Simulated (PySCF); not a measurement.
Isomers C₅H₅FO:

A. `C=C/C(C=O)=C/F`
B. `C(C(C=C)=C)(=O)F`
C. `InChI=1S/C5H5FO/c1-2-3-4-5(6)7/h2-4H,1H2/b4-3-`
D. `O=C=C(C(=C)C)F`

Spectrum 1. ¹H NMR (400 MHz, computed): δ 5.47 (d of quint, J = 2.6, 1.3 Hz, 1H), 5.14 (d of quint, J = 4.1, 1.7 Hz, 1H), 1.73 (dt, J = 2.0, 1.6 Hz, 3H). ¹³C{¹H} NMR (computed): δ 264.5 (C, d, J = 63.2 Hz), 135.8 (C, d, J = 18.6 Hz), 130.7 (C, d, J = 258.2 Hz), 114.8 (CH2), 19.2 (CH3).

Spectrum 2. ¹H NMR (400 MHz, computed): δ 10.71 (dd, J = 3.2, 1.1 Hz, 1H), 7.67 (d, J = 85.1 Hz, 1H), 7.53 (dd, J = 18.9, 2.2 Hz, 1H), 6.06 (m, 1H), 5.84 (d, J = 13.4 Hz, 1H). ¹³C{¹H} NMR (computed): δ 192.0 (CH, d, J = 16.0 Hz), 178.0 (CH, d, J = 368.8 Hz), 131.9 (CH2), 131.6 (CH), 127.1 (C, d, J = 8.7 Hz).

Spectrum 3. ¹H NMR (400 MHz, computed): δ 8.55 (dtd, J = 18.2, 12.0, 1.4 Hz, 1H), 7.10 (tdd, J = 12.4, 9.3, 1.0 Hz, 1H), 6.23 (dt, J = 11.7, 1.3 Hz, 1H), 6.09 (dd, J = 18.2, 1.1 Hz, 1H), 5.82 (ddq, J = 12.4, 4.6, 1.4 Hz, 1H). ¹³C{¹H} NMR (computed): δ 164.7 (C, d, J = 388.0 Hz), 162.8 (CH, d, J = 21.3 Hz), 142.1 (CH), 140.8 (CH2), 118.3 (CH, d, J = 78.0 Hz).

Spectrum 4. ¹H NMR (400 MHz, computed): δ 7.20 (dd, J = 18.9, 1.7 Hz, 1H), 6.98 (dd, J = 2.2, 1.6 Hz, 1H), 6.56 (ddd, J = 18.9, 13.2, 12.0 Hz, 1H), 6.40 (d, J = 1.1 Hz, 1H), 5.91 (ddt, J = 13.2, 2.0, 1.4 Hz, 1H). ¹³C{¹H} NMR (computed): δ 162.3 (C, d, J = 403.2 Hz), 145.8 (CH2), 139.2 (CH, d, J = 4.4 Hz), 138.3 (C, d, J = 48.6 Hz), 131.7 (CH2).

PySCF calculation with spin–spin couplings from B3LYP/pcJ-1 (spin–dipole term left out of most H,H and C,H couplings), geometry from GFN2-xTB and shieldings: GIAO PBE0/pcSseg-1; non-relativistic Hamiltonian, one computed conformer, no solvent, averaged over atoms made equivalent by symmetry, fast rotation or ring inversion.

References, each an isolated molecule treated in the same way: ¹H, ¹³C against TMS. Multiplet labels drop J under 1 Hz and among equivalent protons, and merge close values. Unscaled 3J(H,H) run several per cent high. One-bond C–F couplings are unscaled and too large by tens of Hz. Shifts are as computed. Against solution values, carbons near 30 ppm lie about +3 ppm off and those near 130 ppm about +5 ppm. Of 1211 compounds with measured shifts, 218 miss one by over three times the rms of a fit or turn the order of signals round; such compounds aren't used in these exercises.

Match each spectrum to its structure.

Results:

1–D, 2–A, 3–C, 4–B.

- Spectrum 1 (D): 5 ¹³C signals; δC 135.8 is a fully substituted alkene carbon; δC 114.8 is a terminal =CH2 carbon.
- Spectrum 2 (A): 5 ¹³C signals; δC 192.0 is an aldehyde carbonyl carbon; δC 178.0 is a β carbon of a C=C–C=O unit.
- Spectrum 3 (C): 5 ¹³C signals; δC 162.8 is a β carbon of a C=C–C=O unit; δC 142.1 is an alkene CH.
- Spectrum 4 (B): 5 ¹³C signals; δC 145.8 is a β carbon of a C=C–C=O unit; δC 139.2 is an alkene CH.
